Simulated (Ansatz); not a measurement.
Reaction (redistribution): `[OH][InH][ZnH]` + `[SiH3]OCS` → `[SiH3]O[CH2][ZnH]` + `[OH][InH][SH]`

Program: Ansatz. Geometries: PBE0-D4/def2-TZVP. ΔE: electronic, gas phase. CBS: MP2 limit from def2 TZ/QZ plus the TZ coupled-cluster correction, frozen cores. DFT in def2-TZVPP. def2 core potentials past Kr. For In, Zn outer-core shells are correlated without core-valence functions, which leaves a few kJ/mol of doubt a bond. Scalar relativity is left out up to krypton. One conformer a species, not always the lowest.

```tsv
level	ΔE (eV)
ωB97X-V	-0.35
ωB97M-V	-0.34
HF/def2-QZVPP	-0.23
MP2/CBS(def2)	-0.43
```

(1) What does CCSD(T)/CBS give? (Estimate.)

Largest T1 diagnostic among the species: 0.017.

Results:

(1) Computed: -0.37 eV. The listed levels differ from it by 0.02, 0.03, 0.14, -0.06 eV.

In def2-TZVPP, CCSD(T) changes the Hartree–Fock value by −0.18 eV (the triples alone add −0.03 eV) and MP2 by −0.24 eV.
